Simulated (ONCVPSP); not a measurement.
# Reading a pseudo-wave (Zr)

Columns: radius, all-electron u(r) and pseudo u(r) of the 4s shell (level -54.51 eV) of zirconium in the configuration [Ar] 3d10 4s2 4p6 4d2 5s2; LDA (Perdew-Zunger), scalar-relativistic, ONCV scheme, ONCVPSP 4.0.1.

```tsv
r (bohr)	all-electron	pseudo
0.132	0.3186	0.1116
0.265	-0.4083	0.2378
0.398	-0.5076	0.3843
0.530	-0.0822	0.5446
0.663	0.4178	0.7054
0.795	0.7842	0.8428
0.928	0.9865	0.9390
1.060	1.0505	0.9805
1.193	1.0210	0.9665
1.325	0.9373	0.9062
1.458	0.8271	0.8137
1.590	0.7107	0.7066
1.723	0.5976	0.5969
1.855	0.4956	0.4955
1.988	0.4055	0.4054
2.120	0.3292	0.3292
2.252	0.2653	0.2653
2.385	0.2122	0.2122
2.518	0.1689	0.1689
2.650	0.1341	0.1341
2.782	0.1061	0.1061
2.915	0.0836	0.0836
3.048	0.0657	0.0657
3.180	0.0516	0.0516
3.312	0.0405	0.0405
3.445	0.0316	0.0316
```

How many radial nodes do the two functions have?

The all-electron 4s function has n − l − 1 = 3 (the table is too coarse to show those close to the nucleus); the pseudo-wave has 0, since the states of the same l below it are removed with the core.

At about which radius was the pseudo-wave matched?

1.95 bohr, where the columns begin to agree (steps of 0.13 bohr).

Is the pseudo-wave norm-conserving?

Yes: the ONCV scheme keeps the norm inside the radius equal to the all-electron one, which fixes the energy derivative of the logarithmic derivative at the level.
